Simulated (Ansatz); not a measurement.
`CSCc1ccccc1` and `[Li][c]1ccccc1` differ in one atom or group.

Ansatz, PBE0-D4/def2-TZVP geometries, multiplicity 1. Each molecule was computed in one conformer, which needn't be the lowest.

```tsv
property	`CSCc1ccccc1`
size of the dipole moment (ωB97M-V/def2-TZVPP) / D	1.37
HOMO–LUMO gap (ωB97M-V/def2-TZVPP) / eV	10.02
HOMO energy (PBE/def2-TZVPP) / eV	-5.08
HOMO energy (PBE0/def2-TZVPP) / eV	-6.27
HOMO–LUMO gap (B3LYP/def2-TZVPP) / eV	5.43
size of the dipole moment (PBE/def2-TZVPP) / D	1.33
```

Question: What does the change do to each property? (Estimate.)

Answer: Ansatz gave: 
| property | `[Li][c]1ccccc1` | shift |
| --- | --- | --- |
| size of the dipole moment (ωB97M-V/def2-TZVPP) / D | 6.64 | 5.27 |
| HOMO–LUMO gap (ωB97M-V/def2-TZVPP) / eV | 7.15 | -2.87 |
| HOMO energy (PBE/def2-TZVPP) / eV | -4.26 | 0.82 |
| HOMO energy (PBE0/def2-TZVPP) / eV | -5.51 | 0.76 |
| HOMO–LUMO gap (B3LYP/def2-TZVPP) / eV | 3.86 | -1.57 |
| size of the dipole moment (PBE/def2-TZVPP) / D | 6.46 | 5.13 |

With PBE0 the HOMO rises by 0.76 eV and the LUMO falls by 0.73 eV, so the gap narrows by about 1.49 eV. PBE moves the HOMO by 0.82 eV and ωB97M-V by 0.65 eV. Dipoles are sizes alone; their direction can turn.

Positive LUMOs are unbound, so they and the gaps depend on the basis.

B3LYP here is the variant with VWN-RPA as its local correlation; programs differ in this.
